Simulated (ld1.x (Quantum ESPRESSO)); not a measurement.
**Which setting gave this result? (Pb (Z = 82), TM semilocal)**

Base potential:

```
Element                 : lead
Generator               : ld1.x (Quantum ESPRESSO) 7.5
Type                    : norm-conserving Troullier–Martins (semilocal form)
Functional              : PBE
Relativity              : scalar-relativistic
Frozen core             : [Kr] 4d10 4f14
Valence charge          : 22
Reference configuration : 5s2 5p6 5d10 6s2 6p2
Partial waves           : 5s (bound): rc 1.25 bohr; 5p (bound): rc 1.30 bohr; 5d (bound): rc 1.30 bohr
Local potential         : the d channel
Core correction         : none
```

Occupied shells without a wave of their own: 6p, 6s. They enter only through the test configuration that unscreens the potential.

Cutoffs, loose and tight: the cutoffs (Ry, on a coarse ladder) from which the occupation-weighted sum of valence levels, in a spherical-Bessel basis at the reference potential, stays within 10 and 1 mRy of its value at 400 Ry. They do not see the model core or the augmentation charge, which bear on the density cutoff. Test errors are all-electron minus pseudo excitation energies from the reference, over the configurations 5s2 5p6 5d10 6s2 6p1; 5s2 5p6 5d10 6s2 6p0; 5s2 5p6 5d10 6s1 6p0; 5s2 5p6 5d9 6s2 6p2; 5s2 5p6 5d10 6s2 6p2.3; 5s2 5p6 5d10 6s2 6p1.5; 5s2 5p6 5d10 6s0 6p0; variants that change the core or the reference have their own tests.

Only the scale of all radii (base = 1) is moved (4 further runs of the sweep failed or gave no value and are left out):

| scale of all radii (base = 1) | cutoff, loose | cutoff, tight | bound ghosts | largest test error (meV) |
| --- | --- | --- | --- | --- |
| 0.74 | 260 Ry | over 300 Ry | none | -1234 |
| 0.82 | 200 Ry | 300 Ry | none | -1948 |
| 0.88 | 160 Ry | 260 Ry | none | -3439 |
| 1.02 | 120 Ry | 180 Ry | none | -10973 |
| 1.09 | 100 Ry | 140 Ry | none | no test is counted, since the test run did not reproduce the reference configuration |

**Question.** One more run gave cutoff, loose: 140 Ry; cutoff, tight: 200 Ry; bound ghosts: none; largest test error (meV): -7669. Which value of the scale of all radii (base = 1) was used?

**Answer.** 0.97. The loose cutoff moves one way along this sweep, from 260 Ry at 0.74 to 100 Ry at 1.09, which places the run between 0.88 and 1.02.
